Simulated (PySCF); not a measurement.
CH3Li, SMILES [CH3][Li].

Coordinates come from a B3LYP-D3(BJ)/def2-TZVPD optimisation. The isomer is the one that the SMILES or the coordinates give; other isomers of the formula were not compared.

All values below come from HF/def2-TZVPD in PySCF.

The molecule is in vacuum.

Computed frontier levels, gap, dipole moment and polarisability:
```
Quantity                                                                                                        Result
---------------------------------------------------------------------------------------------  -----------------------
highest occupied level                                                                                        -7.75 eV
lowest empty level                                                                                             0.06 eV
orbital gap                                                                                                    7.81 eV
dipole moment                                                                                                   5.94 D
quadrupole, principal values (traceless, Buckingham form, about the centre of nuclear charge)  -5.11, -5.11, 10.22 D·Å
mean static polarisability                                                                        30.6 bohr³ (4.54 Å³)
polarisability, principal values                                                                28.3, 28.3, 35.2 bohr³
```
